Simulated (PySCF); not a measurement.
In(GeH3)(H)2 (GeH5In), SMILES [GeH3][InH2]. Atoms are numbered in the order given.

```xyz
7

In     1.0213     0.0482    -0.2775
Ge    -1.4897    -0.0723     0.4028
H     -1.8760    -1.4376     1.0025
H     -1.7930     0.9912     1.4790
H     -2.4395     0.2028    -0.7782
H      2.2065    -0.8686     0.5840
H      1.5294     1.0627    -1.5814
```
Charge 0, spin multiplicity 1.

Coordinates come from a PBE0-D3(BJ)/def2-TZVP optimisation. The def2 effective core potentials stand for the cores of In; spin–orbit coupling is left out.

The numbers are results of ωB97X/def2-TZVPD in PySCF, not measurements.

Mulliken values depend strongly on the basis, most of all with diffuse functions as here. ESP charges are fitted to the potential on shells at 1.4 to 2.0 van der Waals radii. Atomic charges (e):

```tsv
atom	Mulliken	ESP fit
In1	0.52	?
Ge2	-0.03	?
H3	-0.04	?
H4	-0.04	?
H5	-0.04	?
H6	-0.20	?
H7	-0.20	?
```

Q: Complete the blanks. (Estimate from the structure and the level; the computed values follow.)

A: 
- In1, ESP fit: 0.70
- Ge2, ESP fit: -0.19
- H3, ESP fit: 0.00
- H4, ESP fit: 0.00
- H5, ESP fit: 0.00
- H6, ESP fit: -0.25
- H7, ESP fit: -0.25
